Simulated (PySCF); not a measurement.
Cartesian coordinates (Å):
```xyz
3

B     -0.0005     0.3389     0.0000
H     -1.0771    -0.1711     0.0000
H      1.0776    -0.1678     0.0000
```
Charge 0, spin multiplicity 2.

Problem. What highest occupied spin orbital, dipole moment and total energy does PySCF with M06-2X/def2-TZVP // PBE0-D3(BJ)/def2-TZVP give?

Solution. 
| Property | Result |
|---|---|
| highest occupied spin orbital | -6.99 eV |
| dipole moment | 0.47 D |
| total energy | -25.9220 Ha |
